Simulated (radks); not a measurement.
The iodine ion I2+ inside a hard spherical wall (all orbitals vanish at R), configuration held at [Kr] 4d10 5s2 5p3 and not refilled when levels cross. Method: scalar-relativistic Kohn-Sham, LDA (Slater exchange, Perdew-Wang correlation), spin-polarised, spherical densities, finite nucleus; open shells are filled with parallel spins first (spin-orbit coupling, left out, can overturn this in heavy ions); Fermi nuclear charge, rms radius 4.75 fm; computed with a radial shooting solver on a logarithmic mesh with Libxc functionals. Eigenvalues in eV for spin up, with the zero of energy where the potential of the charges vanishes at infinity; a dash marks a level that is unbound or too diffuse for the functional's potential to be trusted. A positive occupied level is held by the wall or, in an anion where self-interaction has pushed it up, behind a barrier. The pressure on the wall is -dE/dV.

| R (bohr) | E (hartree) | kinetic (hartree) | e(4p) | e(4d) | e(5s) | e(5p) | e(5d, empty) | e(6s, empty) | pressure (GPa) |
|---|---|---|---|---|---|---|---|---|---|
| free | -7109.28520 | 7459.987 | -147.76 | -70.747 | -37.133 | -25.554 | -11.684 | -11.191 | 0 |
| 20 | -7109.28520 | 7459.987 | -147.76 | -70.747 | -37.133 | -25.554 | -11.684 | -11.191 | < 0.0001 |
| 12 | -7109.28520 | 7459.987 | -147.76 | -70.747 | -37.133 | -25.554 | -11.684 | -11.190 | < 0.0001 |
| 6 | -7109.28295 | 7460.015 | -147.67 | -70.663 | -37.070 | -25.481 | -11.167 | -9.246 | 0.327 |
| 5 | -7109.26517 | 7460.181 | -147.24 | -70.247 | -36.754 | -25.084 | -9.847 | -5.305 | 4.00 |
| 4 | -7109.12365 | 7461.156 | -145.28 | -68.349 | -35.163 | -22.960 | -5.155 | 7.137 | 48.3 |
| 3 | -7108.04189 | 7466.524 | -138.01 | -61.418 | -27.086 | -12.218 | 12.816 | 50.473 | 668 |
| 2.5 | -7105.69209 | 7476.347 | -128.91 | -52.680 | -12.696 | 5.946 | 38.782 | 109.26 | 2960 |
